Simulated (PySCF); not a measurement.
C$_{2}$H$_{2}$F$_{3}$O$_{2}$, charge +1, singlet, geometry from GFN2-xTB; B3LYP/6-31G (PySCF).

Input for PySCF:
```python
from pyscf import gto, scf, dft

mol = gto.M(
    atom='''
O     1.60853260   -0.88459897    0.02028416
C     0.90805593    0.14957858   -0.08119017
O     1.25456321    1.33780754   -0.27055162
C    -0.66666345   -0.09815298    0.05643252
F    -1.30533713    1.03736901   -0.08535804
F    -0.89868137   -0.60744521    1.24860373
F    -1.03378219   -0.94934942   -0.87846494
H     2.59287415   -0.88028630   -0.04247575
H     2.19421086    1.62089485   -0.36986561
''',
    basis='6-31g',
    charge=1,
    verbose=4,
)

mf = dft.RKS(mol)
mf.xc = 'b3lyp'
mf.DIIS = scf.EDIIS
mf.kernel()
mf.analyze()
```

The log (banner, timings and long lists left out):

```
PySCF version 2.14.0

[INPUT] verbose = 4
[INPUT] num. atoms = 9
[INPUT] num. electrons = 56
[INPUT] charge = 1
[INPUT] spin (= nelec alpha-beta = 2S) = 0
[INPUT] symmetry False subgroup None
[INPUT] Mole.unit = angstrom
[INPUT] Symbol           X                Y                Z      unit          X                Y                Z       unit  Magmom
[...]
nuclear repulsion = 349.884478314929
number of shells = 39
number of NR pGTOs = 162
number of NR cGTOs = 67
basis = 6-31g
ecp = {}

******** <class 'pyscf.dft.rks.RKS'> ********
method = RKS
initial guess = minao
damping factor = 0
level_shift factor = 0
DIIS = <class 'pyscf.scf.diis.EDIIS'>
diis_start_cycle = 1
diis_space = 8
diis_damp = 0
SCF conv_tol = 1e-09
SCF conv_tol_grad = None
SCF max_cycles = 50
direct_scf = True
direct_scf_tol = 1e-13
XC library pyscf.dft.libxc version 7.1.2
    S. Lehtola, C. Steigemann, M. J. T. Oliveira, and M. A. L. Marques,  SoftwareX 7, 1–5 (2018)
XC functionals = b3lyp
    P. J. Stephens, F. J. Devlin, C. F. Chabalowski, and M. J. Frisch,  J. Phys. Chem. 98, 11623 (1994)
radial grids:
    Treutler-Ahlrichs [JCP 102, 346 (1995); DOI:10.1063/1.469408] (M4) radial grids

becke partition: Becke, JCP 88, 2547 (1988); DOI:10.1063/1.454033
pruning grids: <function nwchem_prune>
grids dens level: 3
symmetrized grids: False
atomic radii adjust function: <function treutler_atomic_radii_adjust>
small_rho_cutoff = 0
Set gradient conv threshold to 3.16228e-05
Initial guess from minao.
tot grids = 118808
init E= -528.671483973992
[...]
cycle= 1 E= -526.566228164377  delta_E= 2.11  |g|=  1.2  |ddm|= 3.15
[...]
cycle= 2 E= -526.023120485611  delta_E= 0.543  |g|= 2.18  |ddm|= 2.76
[...]
cycle= 3 E= -526.831555460785  delta_E= -0.808  |g|= 0.474  |ddm|= 1.97
[...]
cycle= 4 E= -526.831555460658  delta_E= 1.27e-10  |g|= 0.474  |ddm|= 5.03e-10
[...]
cycle= 5 E= -526.831555443584  delta_E= 1.71e-08  |g|= 0.474  |ddm|= 6.77e-08
[...]
cycle= 6 E= -526.831555459916  delta_E= -1.63e-08  |g|= 0.474  |ddm|= 6.48e-08
[...]
cycle= 7 E= -526.831555461802  delta_E= -1.89e-09  |g|= 0.474  |ddm|= 7.47e-09
[...]
cycle= 8 E= -526.831555459491  delta_E= 2.31e-09  |g|= 0.474  |ddm|= 9.17e-09
[...]
cycle= 9 E= -526.83155546087  delta_E= -1.38e-09  |g|= 0.474  |ddm|= 5.46e-09
[...]
cycle= 10 E= -526.760200947716  delta_E= 0.0714  |g|= 0.781  |ddm|= 0.229
[...]
cycle= 11 E= -526.758720273262  delta_E= 0.00148  |g|= 0.797  |ddm|= 1.11
[...]
cycle= 12 E= -526.873159610065  delta_E= -0.114  |g|= 0.064  |ddm|= 0.597
[...]
cycle= 13 E= -526.87315961007  delta_E= -4.77e-12  |g|= 0.064  |ddm|= 2.86e-10
[...]
cycle= 14 E= -526.873159610068  delta_E= 2.05e-12  |g|= 0.064  |ddm|= 4.25e-10
[...]
cycle= 15 E= -526.873159610059  delta_E= 9.09e-12  |g|= 0.064  |ddm|= 5.93e-10
[...]
cycle= 16 E= -526.873159610069  delta_E= -1.07e-11  |g|= 0.064  |ddm|= 9.1e-10
[...]
cycle= 17 E= -526.873159610211  delta_E= -1.42e-10  |g|= 0.064  |ddm|= 1.85e-08
[...]
cycle= 18 E= -526.873159609981  delta_E= 2.31e-10  |g|= 0.064  |ddm|= 3.01e-08
[...]
cycle= 19 E= -526.84847026555  delta_E= 0.0247  |g|= 0.377  |ddm|= 0.253
[...]
cycle= 20 E= -526.866406276707  delta_E= -0.0179  |g|= 0.202  |ddm|= 0.396
[...]
cycle= 21 E= -526.871840938312  delta_E= -0.00543  |g|= 0.113  |ddm|= 0.128
[...]
cycle= 22 E= -526.871840937823  delta_E= 4.88e-10  |g|= 0.113  |ddm|= 1.18e-08
[...]
cycle= 23 E= -526.871840939246  delta_E= -1.42e-09  |g|= 0.113  |ddm|= 3.45e-08
[...]
cycle= 24 E= -526.871840941278  delta_E= -2.03e-09  |g|= 0.113  |ddm|= 4.95e-08
[...]
cycle= 25 E= -526.871840940856  delta_E= 4.21e-10  |g|= 0.113  |ddm|= 1.03e-08
[...]
cycle= 26 E= -526.871840938313  delta_E= 2.54e-09  |g|= 0.113  |ddm|= 6.19e-08
[...]
cycle= 27 E= -526.871840937636  delta_E= 6.77e-10  |g|= 0.113  |ddm|= 1.65e-08
[...]
cycle= 28 E= -526.867194950593  delta_E= 0.00465  |g|= 0.197  |ddm|= 0.206
[...]
cycle= 29 E= -526.873341611844  delta_E= -0.00615  |g|= 0.0622  |ddm|= 0.17
[...]
cycle= 30 E= -526.8733416118  delta_E= 4.34e-11  |g|= 0.0622  |ddm|= 1.61e-09
[...]
cycle= 31 E= -526.873341611647  delta_E= 1.54e-10  |g|= 0.0622  |ddm|= 4.65e-09
[...]
cycle= 32 E= -526.873341611592  delta_E= 5.5e-11  |g|= 0.0622  |ddm|= 1.89e-09
[...]
cycle= 33 E= -526.873341612009  delta_E= -4.17e-10  |g|= 0.0622  |ddm|= 1.34e-08
[...]
cycle= 34 E= -526.873341612406  delta_E= -3.97e-10  |g|= 0.0622  |ddm|= 1.29e-08
[...]
cycle= 35 E= -526.873341612581  delta_E= -1.74e-10  |g|= 0.0622  |ddm|= 5.55e-09
[...]
cycle= 36 E= -526.872653285859  delta_E= 0.000688  |g|= 0.0903  |ddm|= 0.0657
[...]
cycle= 37 E= -526.872291186925  delta_E= 0.000362  |g|= 0.0991  |ddm|= 0.126
[...]
cycle= 38 E= -526.873929287187  delta_E= -0.00164  |g|= 0.0288  |ddm|= 0.078
[...]
cycle= 39 E= -526.873929287161  delta_E= 2.66e-11  |g|= 0.0288  |ddm|= 1.8e-09
[...]
cycle= 40 E= -526.873929287018  delta_E= 1.43e-10  |g|= 0.0288  |ddm|= 1.11e-08
[...]
cycle= 41 E= -526.873929285746  delta_E= 1.27e-09  |g|= 0.0288  |ddm|= 9.32e-08
[...]
cycle= 42 E= -526.873929286479  delta_E= -7.33e-10  |g|= 0.0288  |ddm|= 4.96e-08
[...]
cycle= 43 E= -526.873929286833  delta_E= -3.54e-10  |g|= 0.0288  |ddm|= 2.92e-08
[...]
cycle= 44 E= -526.873712477861  delta_E= 0.000217  |g|= 0.0444  |ddm|= 0.0116
[...]
cycle= 45 E= -526.873107793251  delta_E= 0.000605  |g|= 0.0736  |ddm|= 0.0715
[...]
cycle= 46 E= -526.873496473574  delta_E= -0.000389  |g|= 0.0561  |ddm|= 0.0857
[...]
cycle= 47 E= -526.874005673667  delta_E= -0.000509  |g|= 0.0211  |ddm|= 0.0379
[...]
cycle= 48 E= -526.874005674037  delta_E= -3.7e-10  |g|= 0.0211  |ddm|= 2e-07
[...]
cycle= 49 E= -526.874005672671  delta_E= 1.37e-09  |g|= 0.0211  |ddm|= 3.81e-07
[...]
cycle= 50 E= -526.874005673629  delta_E= -9.58e-10  |g|= 0.0211  |ddm|= 2.42e-07
SCF not converged.
SCF energy = -526.874005673629
**** SCF Summaries ****
Total Energy =                        -526.874005673629199
Nuclear Repulsion Energy =             349.884478314928572
One-electron Energy =                -1409.354647009325390
Two-electron Energy =                  532.596163020767676
Two-electron Coulomb Energy =          592.473755931089954
DFT Exchange-Correlation Energy =      -59.877592910322306
HOMO-LUMO gap [eV] =                     7.636713822482921
**** MO energy ****
[...]
 ** Mulliken pop on meta-lowdin orthogonal AOs  **
 ** Mulliken pop  **
 ** Mulliken atomic charges  **
charge of    0O =     -0.23473
charge of    1C =      0.48823
charge of    2O =     -0.21997
charge of    3C =      0.69658
charge of    4F =     -0.17455
charge of    5F =     -0.18311
charge of    6F =     -0.18265
charge of    7H =      0.40601
charge of    8H =      0.40418

WARN: System has nonzero charge 1; the dipole moment is origin-dependent.
Location of origin: [0. 0. 0.]

Dipole moment(X, Y, Z, Debye):  9.73477,  1.66506, -0.86813
```

Convergence was not reached.
